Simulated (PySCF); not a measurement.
Compound: GeF4.
InChI=1S/F4Ge/c1-5(2,3)4

Computed with PBE0-D3(BJ)/def2-SVP geometry optimisation, gas phase in PySCF 2.14.0.

Masses are those of the commonest isotopes; rigid-rotor values at the optimised geometry. 

(1) Give the principal moments of inertia and the rotational constants in cm⁻¹.

(2) Classify the top.

Results:

(1) Ia = 145.88, Ib = 146.16, Ic = 146.21 u·Å²; 505379 MHz·u·Å²/I gives 3464, 3458 and 3456 MHz, that is A = 0.11556, B = 0.11533, C = 0.11529 cm⁻¹.

(2) A spherical top, as the point group Td requires three equal moments; the computed ones differ by 0.23 % because the geometry is symmetric only within the optimiser's tolerance.

The point group Td allows no dipole (computed: 0.02 D), so a rigid rotor has no electric-dipole lines.

Estimate the classical rotational partition function at 10 K, 200 K and 500 K.

Point group Td, symmetry number σ = 12; q = (√π/σ)·√((kT/h)³/(ABC)), k/h = 20836.6 MHz/K: 69.0 at 10 K, 6180 at 200 K, 24400 at 500 K.

Not checked by PBE0-D3(BJ)/def2-SVP frequencies. Zero-point vibration and centrifugal distortion are left out.

The run took 14 s of wall time on one thread, AMD EPYC 7R43 (x86_64) (shared host), and the process peaked at 0.37 GiB of memory. These figures are those of the optimisation.
